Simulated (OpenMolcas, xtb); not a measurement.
## A ladder of methods for SiCNCl2F (SMILES N#C[Si](F)(Cl)Cl)

SiCNCl2F has 6 atoms, charge 0, and is taken as a singlet. As SMILES, `N#C[Si](F)(Cl)Cl`. Geometry: relaxed at PBE0-D4/def2-TZVP.

```xyz
6

N     1.7526   -1.3610    1.1142
C     0.9231   -0.7633    0.5859
Si   -0.3819    0.2103   -0.2494
F    -1.4715   -0.8019   -0.7588
Cl    0.4229    1.1771   -1.8125
Cl   -1.2031    1.4747    1.0743
```

Quantity: the vertical ionisation energy (to the doublet cation), in eV. The values are calculated.

```csv
level,kind,program,value (eV),CPU time (all runs)
GFN1-xTB,semi-empirical,xtb,15.46,under 2 s
HF/cc-pVDZ,Hartree–Fock,OpenMolcas,12.52,42 s
SVWN5/cc-pVDZ,LDA,OpenMolcas,11.77,1.8 min
PBE/cc-pVDZ,GGA,OpenMolcas,11.60,3.7 min
M06-L/cc-pVDZ,meta-GGA,OpenMolcas,12.21,3.7 min
TPSS/cc-pVDZ,meta-GGA,OpenMolcas,11.65,3.9 min
B3LYP/cc-pVDZ,global hybrid,OpenMolcas,12.05,2.1 min
```

The values span 11.60 to 15.46 eV. The xTB values lack the empirical shift that such differences need. Times are those of the runs behind each value, whatever else they computed, on shared processors of several kinds: orders of magnitude only.
